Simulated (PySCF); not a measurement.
PySCF input (MN15/def2-TZVPD):

```python
from pyscf import gto, scf, dft

mol = gto.M(
    atom='''
    In    0.94616280   -0.21979114   -0.32751983
    Br   -0.75500363    1.81368730   -1.15238136
    Br   -0.56962429   -1.50597971    1.61090912
    ''',
    basis='def2-tzvpd',
    ecp='def2-tzvp',
    charge=-1,
    spin=0,
    verbose=4,
)

mf = dft.RKS(mol, xc='mn15').density_fit(auxbasis='def2-universal-jkfit')
mf.grids.level = 4
mf.conv_tol = 1e-9
mf.max_cycle = 100
mf.max_memory = 1500
mf.kernel()
if not mf.converged:
    mf = mf.newton()
    mf.kernel(mf.make_rdm1())
mf.analyze()
```

Output:

```
ECP def2-tzvp not found for  Br
PySCF version 2.14.0

[INPUT] verbose = 4
[INPUT] num. atoms = 3
[INPUT] num. electrons = 92
[INPUT] charge = -1
[INPUT] spin (= nelec alpha-beta = 2S) = 0
[INPUT] symmetry False subgroup None
[INPUT] Mole.unit = angstrom
[INPUT] Symbol           X                Y                Z      unit          X                Y                Z       unit  Magmom
[INPUT]  1 In     0.946162800000  -0.219791140000  -0.327519830000 AA    1.787988561252  -0.415345059206  -0.618922779064 Bohr   0.0
[INPUT]  2 Br    -0.755003630000   1.813687300000  -1.152381360000 AA   -1.426750083752   3.427372272602  -2.177685161454 Bohr   0.0
[INPUT]  3 Br    -0.569624290000  -1.505979710000   1.610909120000 AA   -1.076433902000  -2.845889201052   3.044177048364 Bohr   0.0

nuclear repulsion = 430.105234271356
number of shells = 56
number of NR pGTOs = 321
number of NR cGTOs = 170
basis = def2-tzvpd
ecp = def2-tzvp

******** <class 'pyscf.df.df_jk.DFRKS'> ********
method = DFRKS
initial guess = minao
damping factor = 0
level_shift factor = 0
DIIS = <class 'pyscf.scf.diis.CDIIS'>
diis_start_cycle = 1
diis_space = 8
diis_damp = 0
SCF conv_tol = 1e-09
SCF conv_tol_grad = None
SCF max_cycles = 100
direct_scf = False
XC library pyscf.dft.libxc version 7.1.2
    S. Lehtola, C. Steigemann, M. J. T. Oliveira, and M. A. L. Marques,  SoftwareX 7, 1–5 (2018)
XC functionals = mn15
    H. S. Yu, X. He, S. L. Li, and D. G. Truhlar,  Chem. Sci. 7, 5032–5051 (2016)
    H. S. Yu, X. He, S. L. Li, and D. G. Truhlar,  Chem. Sci. 7, 5032–5051 (2016)
radial grids:
    Treutler-Ahlrichs [JCP 102, 346 (1995); DOI:10.1063/1.469408] (M4) radial grids

becke partition: Becke, JCP 88, 2547 (1988); DOI:10.1063/1.454033
pruning grids: <function nwchem_prune>
grids dens level: 4
symmetrized grids: False
atomic radii adjust function: <function treutler_atomic_radii_adjust>
small_rho_cutoff = 0
Set gradient conv threshold to 3.16228e-05
Initial guess from minao.
tot grids = 92504
******** <class 'pyscf.df.df.DF'> ********
auxbasis = def2-universal-jkfit
init E= -5304.05017118408
  HOMO = -0.541764754583994  LUMO = -0.450665130716856  gap/eV = 2.47895
cycle= 1 E= -5337.9620453999  delta_E= -33.9  |g|= 2.25  |ddm|= 44.6
  HOMO = 0.116476326865618  LUMO = 0.148787996867084  gap/eV = 0.87925
cycle= 2 E= -5337.14640514564  delta_E= 0.816  |g|= 3.37  |ddm|= 10.7
  HOMO = -0.0770689254886601  LUMO = 0.109343975391493  gap/eV = 5.07255
[...]
cycle= 11 E= -5338.92606307788  delta_E= -9.82e-11  |g|= 6.19e-06  |ddm|= 4.88e-05
  HOMO = -0.101363590041903  LUMO = 0.0933235779798354  gap/eV = 5.29771
Extra cycle  E= -5338.92606307792  delta_E= -3.91e-11  |g|= 7.04e-06  |ddm|= 2.31e-05
converged SCF energy = -5338.92606307792
**** SCF Summaries ****
Total Energy =                       -5338.926063077917206
Nuclear Repulsion Energy =             430.105234271355584
One-electron Energy =                -8373.886083176596003
Two-electron Energy =                 2604.854785827322758
Two-electron Coulomb Energy =         2804.429068717500286
DFT Exchange-Correlation Energy =     -199.574282890177415
HOMO-LUMO gap [eV] =                     5.297707682180127
**** MO energy ****
MO #1   energy= -479.808643857159  occ= 2
MO #2   energy= -479.808634536847  occ= 2
MO #3   energy= -61.0587238934569  occ= 2
MO #4   energy= -61.0587133937274  occ= 2
MO #5   energy= -55.7075261973438  occ= 2
MO #6   energy= -55.707516858003   occ= 2
MO #7   energy= -55.7065010912603  occ= 2
MO #8   energy= -55.7064920444309  occ= 2
MO #9   energy= -55.7061285911078  occ= 2
MO #10  energy= -55.7061191555903  occ= 2
MO #11  energy= -8.08194803768829  occ= 2
MO #12  energy= -8.08193744838861  occ= 2
MO #13  energy= -6.17791512198129  occ= 2
MO #14  energy= -6.17790462979066  occ= 2
MO #15  energy= -6.17578373520928  occ= 2
MO #16  energy= -6.17577509541386  occ= 2
MO #17  energy= -6.17493513705516  occ= 2
MO #18  energy= -6.17492498771835  occ= 2
MO #19  energy= -4.37408670199683  occ= 2
MO #20  energy= -2.85405530524599  occ= 2
MO #21  energy= -2.84999211744857  occ= 2
MO #22  energy= -2.84933068019695  occ= 2
MO #23  energy= -2.47032620257295  occ= 2
MO #24  energy= -2.4703169666792   occ= 2
MO #25  energy= -2.46987623391318  occ= 2
MO #26  energy= -2.46986773237499  occ= 2
MO #27  energy= -2.46922910971071  occ= 2
MO #28  energy= -2.46921746913358  occ= 2
MO #29  energy= -2.46754818019873  occ= 2
MO #30  energy= -2.46753994980334  occ= 2
MO #31  energy= -2.46749568430782  occ= 2
MO #32  energy= -2.4674853423398   occ= 2
MO #33  energy= -0.648041149443275 occ= 2
MO #34  energy= -0.646649637348997 occ= 2
MO #35  energy= -0.645071359465191 occ= 2
MO #36  energy= -0.644461767836035 occ= 2
MO #37  energy= -0.641270137787197 occ= 2
MO #38  energy= -0.587764644433675 occ= 2
MO #39  energy= -0.580163940739498 occ= 2
MO #40  energy= -0.255454853384735 occ= 2
MO #41  energy= -0.168072655509034 occ= 2
MO #42  energy= -0.154490651257253 occ= 2
MO #43  energy= -0.152969709016752 occ= 2
MO #44  energy= -0.144300447850228 occ= 2
MO #45  energy= -0.138048943399692 occ= 2
MO #46  energy= -0.101363590041903 occ= 2
MO #47  energy= 0.0933235779798354 occ= 0
MO #48  energy= 0.12904983377499   occ= 0
MO #49  energy= 0.138722011404055  occ= 0
MO #50  energy= 0.148459468029     occ= 0
MO #51  energy= 0.17848597060606   occ= 0
MO #52  energy= 0.186557959941094  occ= 0
MO #53  energy= 0.19021360503029   occ= 0
MO #54  energy= 0.19279536401329   occ= 0
MO #55  energy= 0.205193263961615  occ= 0
MO #56  energy= 0.206268426205784  occ= 0
MO #57  energy= 0.209863022988966  occ= 0
MO #58  energy= 0.224514403946441  occ= 0
MO #59  energy= 0.226252463055465  occ= 0
MO #60  energy= 0.229035447485839  occ= 0
MO #61  energy= 0.237528378500032  occ= 0
MO #62  energy= 0.269435852645547  occ= 0
MO #63  energy= 0.277880480860726  occ= 0
MO #64  energy= 0.28016698915364   occ= 0
MO #65  energy= 0.30735912537429   occ= 0
MO #66  energy= 0.308734123754478  occ= 0
MO #67  energy= 0.326677962230704  occ= 0
MO #68  energy= 0.344031675734366  occ= 0
MO #69  energy= 0.350246517648825  occ= 0
MO #70  energy= 0.35140061428317   occ= 0
MO #71  energy= 0.353472814704818  occ= 0
MO #72  energy= 0.358372563871862  occ= 0
MO #73  energy= 0.364843933888432  occ= 0
MO #74  energy= 0.388336211747793  occ= 0
MO #75  energy= 0.391998150484108  occ= 0
MO #76  energy= 0.412725011984151  occ= 0
MO #77  energy= 0.432465587337496  occ= 0
MO #78  energy= 0.44467290949964   occ= 0
MO #79  energy= 0.455970369471166  occ= 0
MO #80  energy= 0.478946420995728  occ= 0
MO #81  energy= 0.498723849054451  occ= 0
MO #82  energy= 0.506416444489435  occ= 0
MO #83  energy= 0.557455570075005  occ= 0
MO #84  energy= 0.564970572967895  occ= 0
MO #85  energy= 0.578027361601046  occ= 0
MO #86  energy= 0.58386615894048   occ= 0
MO #87  energy= 0.635821827796531  occ= 0
MO #88  energy= 0.657788212571468  occ= 0
MO #89  energy= 0.680264329828026  occ= 0
MO #90  energy= 0.680305807714433  occ= 0
MO #91  energy= 0.686732085992526  occ= 0
MO #92  energy= 0.701084588455527  occ= 0
MO #93  energy= 0.702572198976289  occ= 0
MO #94  energy= 0.706263855967614  occ= 0
MO #95  energy= 0.708088385053752  occ= 0
MO #96  energy= 0.730685369697068  occ= 0
MO #97  energy= 0.743502889789586  occ= 0
MO #98  energy= 0.785127549070949  occ= 0
MO #99  energy= 0.799261632066292  occ= 0
MO #100 energy= 0.81784770148975   occ= 0
MO #101 energy= 0.824099852859291  occ= 0
MO #102 energy= 0.89768431003542   occ= 0
MO #103 energy= 0.950701413411452  occ= 0
MO #104 energy= 0.971834615742416  occ= 0
MO #105 energy= 0.977969278987444  occ= 0
MO #106 energy= 0.986118238664165  occ= 0
MO #107 energy= 1.02927835087171   occ= 0
[...]
```
